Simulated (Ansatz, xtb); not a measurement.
## Two structures of CH2GeTe

We compare X, a singlet given by its coordinates, with Y, `[CH2]=[Ge]=[Te]`, a singlet. Both are isolated molecules in the gas phase, relaxed with PBE0-D3(BJ)/def2-SVP.

X (Å):

```xyz
5

C     1.0017   -0.5310   -0.8664
Ge   -0.5049   -1.4803   -0.5709
Te    0.0424    1.2070   -0.0887
H     2.0289   -0.4619   -1.2317
H     0.5454    1.1350    1.5202
```

Close contacts (Å): C1–Ge2 1.81, C1–Te3 2.13, Ge2–Te3 2.78, C1–H4 1.09, Te3–H5 1.69.

Y (Å):

```xyz
5

C    -1.0189   -1.5215    0.9331
Ge    0.4043   -0.6193    1.4455
Te    2.2768    0.5770    2.1505
H    -1.8794   -0.9895    0.5215
H    -1.0260   -2.6111    1.0057
```

Problem. Which of the two would you expect CCSD(T)/def2-TZVPP electronic energies to favour?

Solution. Structure Y; the calculation gives E(Y) − E(X) = −48.6 kJ/mol.

Level by level:

```json
{"level": "GFN2-xTB", "geometry": "GFN2-xTB", "E(Y) − E(X) (kJ/mol)": "−28.0", "departure from the last row (kJ/mol)": "+20.6", "job, with rough time for the two": "optimisation, 0.23 s"}
{"level": "HF/STO-3G", "geometry": "GFN2-xTB", "E(Y) − E(X) (kJ/mol)": "−42.0", "departure from the last row (kJ/mol)": "+6.6", "job, with rough time for the two": "single point, 0.94 s"}
{"level": "r2SCAN-D4/def2-SVP", "geometry": "GFN2-xTB", "E(Y) − E(X) (kJ/mol)": "−53.7", "departure from the last row (kJ/mol)": "−5.1", "job, with rough time for the two": "single point, 3.1 s"}
{"level": "PBE0-D3(BJ)/def2-SVP", "geometry": "PBE0-D3(BJ)/def2-SVP", "E(Y) − E(X) (kJ/mol)": "−53.3", "departure from the last row (kJ/mol)": "−4.7", "job, with rough time for the two": "optimisation, 32 s"}
{"level": "HF/def2-TZVPP", "geometry": "PBE0-D3(BJ)/def2-SVP", "E(Y) − E(X) (kJ/mol)": "−66.4", "departure from the last row (kJ/mol)": "−17.9", "job, with rough time for the two": "part of the CCSD(T) run"}
{"level": "MP2/def2-TZVPP", "geometry": "PBE0-D3(BJ)/def2-SVP", "E(Y) − E(X) (kJ/mol)": "−53.3", "departure from the last row (kJ/mol)": "−4.8", "job, with rough time for the two": "part of the CCSD(T) run"}
{"level": "CCSD(T)/def2-TZVPP", "geometry": "PBE0-D3(BJ)/def2-SVP", "E(Y) − E(X) (kJ/mol)": "−48.6", "departure from the last row (kJ/mol)": "", "job, with rough time for the two": "single point, 2.1 min"}
```

The levels shown agree on the order. The largest departure from CCSD(T)/def2-TZVPP is that of GFN2-xTB, 20.6 kJ/mol.

With harmonic frequencies from PBE0-D3(BJ)/def2-SVP (ideal gas, rigid rotor, one conformer each, 298.15 K, 1 atm): on the last row, ΔE + ΔZPE = −43.7 kJ/mol. A mode under 50 cm⁻¹ makes harmonic enthalpies and free energies unreliable, so none is given.

The correlated steps freeze 14 core orbitals; the filled d shell of Ge and Te is correlated, in a basis made for valence electrons. Atoms past krypton carry core potentials in the def2 sets, other sets are all-electron and non-relativistic, and no spin–orbit term is included. Run with Ansatz 0.2.0, xtb 6.7.1; the last row on 2 threads of Arm Neoverse V1 on a shared host.
